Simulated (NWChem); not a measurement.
System: CuNH₄O; SMILES [NH3]->[Cu][OH]

Output (shortened):

```
             Northwest Computational Chemistry Package (NWChem) 7.3.0
             --------------------------------------------------------

                             Geometry "geometry" -> ""
                             -------------------------

 Output coordinates in angstroms (scale by  1.889725989 to convert to a.u.)

  No.       Tag          Charge          X              Y              Z
 ---- ---------------- ---------- -------------- -------------- --------------
    1 Cu                  29.0000    -0.00975400     0.14626400     0.00037100
    2 O                    8.0000    -0.09892600     1.91921800    -0.00089800
    3 H                    1.0000     0.79150100     2.28606300     0.00145800
    4 N                    7.0000    -0.04410800    -1.78817700     0.00013600
    5 H                    1.0000     0.88905100    -2.18945600    -0.10529300
    6 H                    1.0000    -0.61251800    -2.15888100    -0.76357000
    7 H                    1.0000    -0.43153000    -2.16531900     0.86692400

 Effective nuclear repulsion energy (a.u.)     178.2780603791

                              NWChem Property Module
                              ----------------------

  itol2e modified to match energy
  convergence criterion.

                                 NWChem DFT Module
                                 -----------------

 Summary of "ao basis" -> "ao basis" (spherical)
 ------------------------------------------------------------------------------
       Tag                 Description            Shells   Functions and Types
 ---------------- ------------------------------  ------  ---------------------
 Cu                         pcsseg-1                15       45   5s6p3d1f
 O                          pcsseg-1                 7       17   3s3p1d
 H                          pcsseg-1                 3        5   2s1p
 N                          pcsseg-1                 7       17   3s3p1d

  itol2e modified to match energy
  convergence criterion.

            General Information
            -------------------
          SCF calculation type: DFT
          Wavefunction type:  closed shell.
          No. of atoms     :     7
          No. of electrons :    48
           Alpha electrons :    24
            Beta electrons :    24
          Charge           :     0
          Spin multiplicity:     1
          Use of symmetry is: off; symmetry adaption is: off
          Maximum number of iterations: 150
          AO basis - number of functions:    99
                     number of shells:    41
          Convergence on energy requested:  1.00D-07
          Convergence on density requested:  1.00D-05
          Convergence on gradient requested:  5.00D-04

              XC Information
              --------------
                         PBE0 Method XC Functional
                     Hartree-Fock (Exact) Exchange  0.250
          PerdewBurkeErnzerhof Exchange Functional  0.750
            Perdew 1991 LDA Correlation Functional  1.000 local
           PerdewBurkeErnz. Correlation Functional  1.000 non-local

             Grid Information
             ----------------
          Grid used for XC integration:  fine
          Radial quadrature: Mura-Knowles
          Angular quadrature: Lebedev.
          Tag              B.-S. Rad. Rad. Pts. Rad. Cut. Ang. Pts.
          ---              ---------- --------- --------- ---------
          Cu                  1.35      140          10.0       974
          O                   0.60       70          11.0       590
          H                   0.35       60          12.0       590
          N                   0.65       70          11.0       590
          Grid pruning is: on
          Number of quadrature shells:   520
          Spatial weights used:  Erf1

      Superposition of Atomic Density Guess
      -------------------------------------

 Sum of atomic energies:       -1769.75287542

      Non-variational initial energy
      ------------------------------

 Total energy =   -1770.287116
 1-e energy   =   -2816.327156
 2-e energy   =     867.761979
 HOMO         =      -0.466835
 LUMO         =      -0.086957

   convergence    iter        energy       DeltaE   RMS-Dens  Diis-err
 ---------------- ----- ----------------- --------- --------- ---------
 d= 0,ls=0.0,diis     1  -1772.0940678637 -1.95D+03  1.53D-01  3.70D+00
 d= 0,ls=0.5,diis     2  -1750.9781534553  2.11D+01  4.11D-02  2.02D+02
 d= 0,ls=0.5,diis     3  -1760.2304609735 -9.25D+00  5.07D-02  1.63D+02
 d= 0,ls=0.5,diis     4  -1767.0093965554 -6.78D+00  3.69D-02  7.80D+01
 d= 0,ls=0.5,diis     5  -1770.1120097463 -3.10D+00  2.03D-02  2.44D+01
 d= 0,ls=0.5,diis     6  -1771.2194861436 -1.11D+00  1.29D-02  6.72D+00
 d= 0,ls=0.5,diis     7  -1771.6043798113 -3.85D-01  1.27D-02  2.68D+00
 d= 0,ls=0.5,diis     8  -1771.8314866504 -2.27D-01  1.44D-02  8.20D-01
 d= 0,ls=0.5,diis     9  -1772.0452244123 -2.14D-01  1.21D-02  1.79D-01
 d= 0,ls=0.5,diis    10  -1772.1783606866 -1.33D-01  8.12D-03  2.21D-01
 d= 0,ls=0.5,diis    11  -1772.2396777036 -6.13D-02  5.41D-03  4.32D-01
  Resetting Diis
 d= 0,ls=0.5,diis    12  -1772.2596881005 -2.00D-02  3.17D-03  7.23D-01
 d= 0,ls=0.5,diis    13  -1772.2749932933 -1.53D-02  6.07D-03  7.77D-01
 d= 0,ls=0.5,diis    14  -1772.2567258816  1.83D-02  2.47D-03  2.38D+00
 d= 0,ls=0.5,diis    15  -1772.3269048839 -7.02D-02  1.74D-03  2.93D-01
 d= 0,ls=0.5,diis    16  -1772.3451171935 -1.82D-02  1.41D-03  3.91D-02
 d= 0,ls=0.5,diis    17  -1772.3511221512 -6.00D-03  1.14D-03  4.93D-03
 d= 0,ls=0.5,diis    18  -1772.3541658260 -3.04D-03  9.49D-04  2.79D-03
 d= 0,ls=0.5,diis    19  -1772.3560814197 -1.92D-03  7.45D-04  1.64D-03
 d= 0,ls=0.5,diis    20  -1772.3571903157 -1.11D-03  5.69D-04  9.82D-04
 d= 0,ls=0.5,diis    21  -1772.3578206588 -6.30D-04  4.51D-04  5.31D-04
 d= 0,ls=0.5,diis    22  -1772.3581830526 -3.62D-04  3.36D-04  2.58D-04
 d= 0,ls=0.5,diis    23  -1772.3583753555 -1.92D-04  2.47D-04  1.41D-04
 d= 0,ls=0.5,diis    24  -1772.3584766424 -1.01D-04  1.78D-04  7.57D-05
 d= 0,ls=0.5,diis    25  -1772.3585292500 -5.26D-05  1.28D-04  3.96D-05
 d= 0,ls=0.5,diis    26  -1772.3585568142 -2.76D-05  9.44D-05  2.05D-05
 d= 0,ls=0.5,diis    27  -1772.3585716541 -1.48D-05  6.91D-05  1.10D-05
 d= 0,ls=0.5,diis    28  -1772.3585796029 -7.95D-06  5.06D-05  5.89D-06
 d= 0,ls=0.5,diis    29  -1772.3585838714 -4.27D-06  3.72D-05  3.08D-06
 d= 0,ls=0.5,diis    30  -1772.3585861637 -2.29D-06  2.71D-05  1.68D-06
 d= 0,ls=0.5,diis    31  -1772.3585873901 -1.23D-06  1.98D-05  9.23D-07
 d= 0,ls=0.5,diis    32  -1772.3585880475 -6.57D-07  1.45D-05  4.84D-07
 d= 0,ls=0.5,diis    33  -1772.3585883996 -3.52D-07  1.06D-05  2.54D-07
 d= 0,ls=0.5,diis    34  -1772.3585885884 -1.89D-07  7.80D-06  1.35D-07
 d= 0,ls=0.5,diis    35  -1772.3585886894 -1.01D-07  5.71D-06  7.38D-08
 d= 0,ls=0.5,diis    36  -1772.3585887434 -5.40D-08  4.17D-06  4.00D-08

         Total DFT energy =    -1772.358588772232
      One electron energy =    -2825.144535344798
           Coulomb energy =      958.342567792421
    Exchange-Corr. energy =      -83.834681598927
 Nuclear repulsion energy =      178.278060379072

 Numeric. integr. density =       47.999999576910

                       DFT Final Molecular Orbital Analysis
                       ------------------------------------

 Vector   22  Occ=2.000000D+00  E=-2.402361D-01
              MO Center= -7.2D-02,  4.9D-01, -9.0D-04, r^2= 1.2D+00
   Bfn.  Coefficient  Atom+Function         Bfn.  Coefficient  Atom+Function
  ----- ------------  ---------------      ----- ------------  ---------------
    24      0.510967  1 Cu d -2              29      0.316433  1 Cu d -2
    34      0.197826  1 Cu d -2              28      0.183405  1 Cu d  2
    52     -0.174485  2 O  px                55     -0.155245  2 O  px
    48      0.149774  2 O  s                 26      0.143186  1 Cu d  0
    63     -0.140382  3 H  s                 33      0.115584  1 Cu d  2

 Vector   23  Occ=2.000000D+00  E=-2.008650D-01
              MO Center=  1.9D-02,  6.9D-01,  5.6D-05, r^2= 1.8D+00
   Bfn.  Coefficient  Atom+Function         Bfn.  Coefficient  Atom+Function
  ----- ------------  ---------------      ----- ------------  ---------------
    28      0.341518  1 Cu d  2               5      0.309949  1 Cu s
     3     -0.279914  1 Cu s                 56     -0.267765  2 O  py
     4      0.249945  1 Cu s                 53     -0.222036  2 O  py
    26      0.207370  1 Cu d  0              33      0.207915  1 Cu d  2
    38      0.154916  1 Cu d  2              55      0.139272  2 O  px

 Vector   24  Occ=2.000000D+00  E=-1.912010D-01
              MO Center= -6.1D-02,  1.4D+00,  6.4D-05, r^2= 1.4D+00
   Bfn.  Coefficient  Atom+Function         Bfn.  Coefficient  Atom+Function
  ----- ------------  ---------------      ----- ------------  ---------------
    57      0.440715  2 O  pz                54      0.396654  2 O  pz
    25     -0.346232  1 Cu d -1              51      0.213680  2 O  pz
    30     -0.212449  1 Cu d -1              35     -0.126861  1 Cu d -1
    23      0.118461  1 Cu pz                95     -0.043816  7 H  s
    90      0.038486  6 H  s                 17     -0.037008  1 Cu pz

[...]

          -----------------------------------------
          Chemical Shielding Tensors (GIAO, in ppm)
          -----------------------------------------

                                NWChem CPHF Module
                                ------------------

  scftype          =     RHF
  nclosed          =       24
  nopen            =        0
  variables        =     1800
  # of vectors     =        3
  tolerance        = 0.10D-03
  level shift      = 0.00D+00
  max iterations   =       50
  max subspace     =       30

 SCF residual:    2.0481739185581580E-004

Iterative solution of linear equations
  No. of variables     1800
  No. of equations        3
  Maximum subspace       30
        Iterations       50
       Convergence  1.0D-04

   iter   nsub   residual    time
   ----  ------  --------  ---------
     1      3    5.15D-01     120.5
     2      6    7.94D-02     129.2
     3      9    5.59D-03     136.2
     4     12    3.87D-04     142.5
     5     15    2.53D-05     148.5

      Atom:    1  Cu
        Diamagnetic
   2397.8541      0.3870     -0.0014
      0.3870   2414.9533     -0.0021
     -0.0014     -0.0021   2397.3414

        Paramagnetic
  -3064.3743     57.0791     -1.2362
     57.0791    -35.6281     -0.6500
     -1.2362     -0.6500  -2963.1263

        Total Shielding Tensor
   -666.5202     57.4661     -1.2376
     57.4661   2379.3253     -0.6520
     -1.2376     -0.6520   -565.7850

           isotropic =     382.3400
          anisotropy =    2997.1038

          Principal Components and Axis System
                 1           2           3
             2380.4092   -667.6188   -565.7704

      1         0.0189      0.9997     -0.0120
      2         0.9998     -0.0189      0.0005
      3        -0.0002      0.0120      0.9999

      Atom:    2  O
        Diamagnetic
    385.6885      8.2929      0.0523
      8.2929    403.6645     -0.0036
      0.0523     -0.0036    365.9074

        Paramagnetic
    108.5731    -18.2222      0.2083
    -18.2222    -45.9312      0.0913
      0.2083      0.0913     59.4112

        Total Shielding Tensor
    494.2616     -9.9293      0.2606
     -9.9293    357.7333      0.0878
      0.2606      0.0878    425.3187

           isotropic =     425.7712
          anisotropy =     103.8145

          Principal Components and Axis System
                 1           2           3
              494.9809    425.3179    357.0148

      1         0.9974     -0.0035      0.0722
      2        -0.0722      0.0018      0.9974
      3         0.0036      1.0000     -0.0016

      Atom:    3  H
        Diamagnetic
     38.3680     10.4458      0.0445
     10.4458     34.8749      0.0212
      0.0445      0.0212     20.4848

        Paramagnetic
      5.4751     -0.4821      0.0171
     -0.4821      1.0824     -0.0024
      0.0171     -0.0024      2.3820

        Total Shielding Tensor
     43.8431      9.9637      0.0616
      9.9637     35.9573      0.0187
      0.0616      0.0187     22.8667

           isotropic =      34.2224
          anisotropy =      24.5902

          Principal Components and Axis System
                 1           2           3
               50.6158     29.1847     22.8666

      1         0.8270     -0.5621     -0.0035
      2         0.5622      0.8270      0.0013
      3         0.0022     -0.0030      1.0000

      Atom:    4  N
        Diamagnetic
    312.6211      0.0735     -0.0075
      0.0735    315.9175     -0.0142
     -0.0075     -0.0142    312.4837

        Paramagnetic
    -34.4436     -0.5991     -0.0099
     -0.5991    -79.2984     -0.1525
     -0.0099     -0.1525    -34.8349

        Total Shielding Tensor
    278.1775     -0.5256     -0.0175
     -0.5256    236.6191     -0.1667
     -0.0175     -0.1667    277.6488

           isotropic =     264.1485
          anisotropy =      21.0542

          Principal Components and Axis System
                 1           2           3
              278.1846    277.6490    236.6118

      1         0.9995      0.0286      0.0126
      2        -0.0125     -0.0044      0.9999
      3        -0.0287      0.9996      0.0041

      Atom:    5  H
        Diamagnetic
     36.9567     -7.8038     -1.6935
     -7.8038     28.8910      0.8906
     -1.6935      0.8906     22.1133

        Paramagnetic
      0.7977      0.5602     -0.1424
      0.5602      1.2608     -0.0623
     -0.1424     -0.0623     -0.2312

        Total Shielding Tensor
     37.7544     -7.2436     -1.8359
     -7.2436     30.1518      0.8283
     -1.8359      0.8283     21.8821

           isotropic =      29.9294
          anisotropy =      18.5995

          Principal Components and Axis System
                 1           2           3
               42.3291     25.7867     21.6725

      1         0.8524      0.5104      0.1133
      2        -0.5137      0.8580     -0.0003
      3        -0.0973     -0.0580      0.9936

      Atom:    6  H
        Diamagnetic
     27.5353      4.6039      7.5183
      4.6039     28.3726      6.0851
      7.5183      6.0851     31.9248

        Paramagnetic
     -0.0948     -0.3052      0.5430
     -0.3052      1.2482     -0.4997
      0.5430     -0.4997      0.6160

        Total Shielding Tensor
     27.4405      4.2987      8.0612
      4.2987     29.6208      5.5855
      8.0612      5.5855     32.5408

           isotropic =      29.8674
          anisotropy =      18.7199

          Principal Components and Axis System
                 1           2           3
               42.3473     25.7246     21.5302

      1         0.5201     -0.2580      0.8142
      2         0.4844      0.8742     -0.0324
      3         0.7034     -0.4113     -0.5797

      Atom:    7  H
        Diamagnetic
     24.5458      3.2017     -5.8241
      3.2017     28.4558     -6.9957
     -5.8241     -6.9957     34.8351

        Paramagnetic
     -0.3446     -0.1893     -0.4145
     -0.1893      1.2544      0.5589
     -0.4145      0.5589      0.8302

        Total Shielding Tensor
     24.2013      3.0123     -6.2386
      3.0123     29.7101     -6.4368
     -6.2386     -6.4368     35.6653

           isotropic =      29.8589
          anisotropy =      18.7930

          Principal Components and Axis System
                 1           2           3
               42.3875     25.7335     21.4557

      1        -0.3544     -0.1649      0.9204
      2        -0.4889      0.8717     -0.0321
      3         0.7971      0.4614      0.3896
```

Level: PBE0/pcSseg-1, GIAO. Structure relaxed at the PBE0/def2-SVP level. The printed shielding anisotropy is the first printed principal value minus the mean of the other two.

### Question
Write an input that gives this output.

### Answer
Several could match; the one computed here: the input that was run:
```
start job
memory heap 200 mb stack 900 mb global 1100 mb
geometry units angstroms noautosym nocenter noautoz
  Cu    -0.009754     0.146264     0.000371
  O     -0.098926     1.919218    -0.000898
  H      0.791501     2.286063     0.001458
  N     -0.044108    -1.788177     0.000136
  H      0.889051    -2.189456    -0.105293
  H     -0.612518    -2.158881    -0.763570
  H     -0.431530    -2.165319     0.866924
end
basis spherical
  Cu library pcsseg-1
  O library pcsseg-1
  H library pcsseg-1
  N library pcsseg-1
end
dft
  xc pbe0
  iterations 150
end
property
  shielding
end
task dft property
```
